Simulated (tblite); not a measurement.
A tight-binding relaxation on `C#C[SiH2]S[Si@H](Br)C=C`.

Computed with GFN2-xTB geometry optimisation, gas phase (tblite 0.8.0). Start geometry: from a force field or distance geometry. The input is one job of a driver script: a line of settings, then coordinates in Å.

Command:
```bash
OMP_NUM_THREADS=1 python probes_run.py task.json out
```

Input:
```
{"job": {"kind": "relax", "xc": "GFN2-xTB", "basis": "xTB"}, "charge": 0, "multiplicity": 1}
C      3.391900    -0.590000     0.632600
C      2.688200     0.372000     0.331600
Si     1.647900     1.792400    -0.072300
S     -0.349500     1.426600     0.676900
Si    -0.642800    -0.715600     0.455100
Br     0.940700    -1.491900    -0.986300
C     -2.291900    -1.085800    -0.289500
C     -3.095900    -0.120400    -0.707800
H      3.982400    -1.443600     0.894500
H      1.491600     1.894300    -1.547300
H      2.179100     3.030900     0.481700
H     -0.488600    -1.440700     1.713000
H     -2.577500    -2.134400    -0.342800
H     -4.057400    -0.433600    -1.135800
H     -2.822500     0.947900    -0.642500
```

Output:
```
step      E/eV     max force
  0    -622.68105    3.760
  1    -622.62056    7.905
  2    -622.85522    0.995
  3    -622.89706    0.876
  4    -622.99302    0.688
  5    -623.01776    0.747
  6    -623.04268    0.695
  7    -623.07466    0.347
  8    -623.08646    0.271
  9    -623.09531    0.199
... (133 lines left out)
143    -623.20509    0.024
144    -623.20516    0.023
145    -623.20522    0.016
146    -623.20525    0.013
147    -623.20528    0.013
148    -623.20530    0.013
149    -623.20533    0.018
150    -623.20536    0.018
151    -623.20539    0.013
152    -623.20541    0.009
```

«max force» is the largest atomic force in eV/Å.

Q: From which step on does the largest force stay under 0.1 eV/Å, and how much energy is left to gain from there?

A: From step 97 (0.097 eV/Å), 7.4 meV above the end.

Main results: energy lowered by 12.1 kcal/mol over 152 steps; largest atomic force 0.009 eV/Å at the end.

Q: Give the final coordinates.

A: 0.778 Å rms from the input after alignment:
```
atom  x, y, z in Å
C1     3.2836   -0.3960    1.4213
C2     2.7600    0.4425    0.7360
Si3    1.8830    1.6841   -0.3116
S4    -0.2474    1.3849   -0.0054
Si5   -0.5297   -0.7211   -0.2502
Br6    0.3961   -1.4393   -2.1533
C7    -2.3645   -1.0710   -0.3535
C8    -3.3062   -0.1643   -0.1484
H9     3.7608   -1.1210    2.0168
H10    2.1688    1.4474   -1.7197
H11    2.0665    3.0411    0.1734
H12    0.1864   -1.4512    0.7825
H13   -2.6471   -2.0863   -0.6026
H14   -4.3569   -0.3979   -0.2192
H15   -3.0578    0.8563    0.0950
```

Q: Estimate the wall time. Hardware: an Arm Neoverse N1 with one thread, shared host with 64 logical CPUs at a one-minute load of 56.

A: About 2.9 s.
Labels such as C1 count atoms from 1, the log's own numbers from 0.
